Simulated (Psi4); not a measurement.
IRb, charge -1, doublet, at the geometry of the source list (a state made from the parent by changing its charge; the spin is typed, not shown lowest) (core potentials on I, Rb) (a gas-phase anion, which may not be bound at this level); R2SCAN/def2-SV(P) (Psi4).

Here is a job for Psi4.
```
memory 2 GB

molecule mol {
-1 2
Rb   -1.089600   -0.774000   -0.928300
I     1.089600    0.774000    0.928300
}

set {
  basis def2-sv(p)
  reference uks
  ints_tolerance 1e-8
}

energy('r2scan')
print_variables()
```

What the program printed (banner, timings and long lists left out):

```
   => Loading Basis Set <=

    Name: DEF2-SV(P)
    Role: ORBITAL
    Keyword: BASIS

    !!!  WARNING: ECP capability is in beta. Please check occupations closely.  !!!

         ---------------------------------------------------------
                                   SCF
               by Justin Turney, Rob Parrish, Andy Simmonett
                          and Daniel G. A. Smith
                              UKS Reference
         ---------------------------------------------------------

  ==> Geometry <==

    Molecular point group: c2v
    Full point group: C_inf_v

    Geometry (in Angstrom), charge = -1, multiplicity = 2:

       Center              X                  Y                   Z               Mass
    ------------   -----------------  -----------------  -----------------  -----------------
         RB           0.000000000000     0.000000000000    -1.949890878198    84.911789737900
         I            0.000000000000    -0.000000000000     1.304672103217   126.904471900000

  Running in c2v symmetry.

  Rotational constants: A = ************  B =      0.03128  C =      0.03128 [cm^-1]
  Rotational constants: A = ************  B =    937.87771  C =    937.87771 [MHz]
  Nuclear repulsion =   36.583981653034790

  Charge       = -1
  Multiplicity = 2
  Electrons    = 35
  Nalpha       = 18
  Nbeta        = 17

  ==> Algorithm <==

  SCF Algorithm Type is DF.
  DIIS enabled.
  MOM disabled.
  Fractional occupation disabled.
  Guess Type is SAD.
  Energy threshold   = 1.00e-06
  Density threshold  = 1.00e-06
  Integral threshold = 1.00e-08

  ==> Primary Basis <==

  Basis Set: DEF2-SV(P)
    Blend: DEF2-SV(P)
    Number of shells: 20
    Number of basis functions: 50
    Number of Cartesian functions: 54
    Spherical Harmonics?: true
    Max angular momentum: 2

  Core potential: DEF2-SV(P)
    Number of shells: 8
    Number of ECP primitives: 39
    Number of ECP core electrons: 56
    Max angular momentum: 3

  ==> DFT Potential <==

   => LibXC <=

    Version 7.1.2
    S. Lehtola, C. Steigemann, M. J. T. Oliveira, and M. A. L. Marques,  SoftwareX 7, 1–5 (2018) (10.1016/j.softx.2017.11.002)

   => Composite Functional: R2SCAN <=

    r2SCAN Meta-GGA XC Functional  (0.1021/acs.jpclett.0c02405)
    J. W. Furness, A. D. Kaplan, J. Ning, J. P. Perdew, J. Sun  J. Phys. Chem. Lett.  11, 8208–8215, 2020

    Deriv               =              1
    GGA                 =           TRUE
    Meta                =           TRUE

[...]

   @Spin Contamination Metric:   1.454177845E-04
   @S^2 Expected:                7.500000000E-01
   @S^2 Observed:                7.501454178E-01
   @S   Expected:                5.000000000E-01
   @S   Observed:                5.000000000E-01

    Orbital Energies [Eh]
    ---------------------

    Alpha Occupied:

[...]
    Alpha Virtual:

[...]
    Beta Occupied:

[...]
    Beta Virtual:

[...]
    Final Occupation by Irrep:
             A1    A2    B1    B2
    DOCC [     8,    1,    4,    4 ]
    SOCC [     1,    0,    0,    0 ]
    NA   [     9,    1,    4,    4 ]
    NB   [     8,    1,    4,    4 ]

  @DF-UKS Final Energy:  -322.03386634461981

   => Energetics <=

    Nuclear Repulsion Energy =             36.5839816530347903
    One-Electron Energy =                -637.4424285291199794
    Two-Electron Energy =                 305.0902024822917156
    DFT Exchange-Correlation Energy =     -26.2656219508263753
    Empirical Dispersion Energy =           0.0000000000000000
    VV10 Nonlocal Energy =                  0.0000000000000000
    Total Energy =                       -322.0338663446198098

  UHF NO Occupations:
  HONO-2 :    4 B1 1.9999782
  HONO-1 :    4 B2 1.9999782
  HONO-0 :    9 A1 1.0000000
  LUNO+0 :    5 B2 0.0000218
  LUNO+1 :    5 B1 0.0000218
  LUNO+2 :   10 A1 0.0000192
  LUNO+3 :   11 A1 0.0000060

Computation Completed

Properties will be evaluated at   0.000000,   0.000000,   0.000000 [a0]

Properties computed using the SCF density matrix

 Multipole Moments:

 ------------------------------------------------------------------------------------
     Multipole            Electronic (a.u.)      Nuclear  (a.u.)        Total (a.u.)
 ------------------------------------------------------------------------------------

 L = 1.  Multiply by 2.5417464519 to convert [e a0] to [Debye]
 Dipole X            :          0.0000000           -0.0000000           -0.0000000
 Dipole Y            :          0.0000000            0.0000000            0.0000000
 Dipole Z            :        -26.7226867           28.4739864            1.7512996
 Magnitude           :                                                    1.7512996

 ------------------------------------------------------------------------------------

  Variable Map:
  ----------------------------------------------------------------------------
[...]
  Array Variable Map:
  ----------------------------------------------------------------------------
[...]
[...]
```
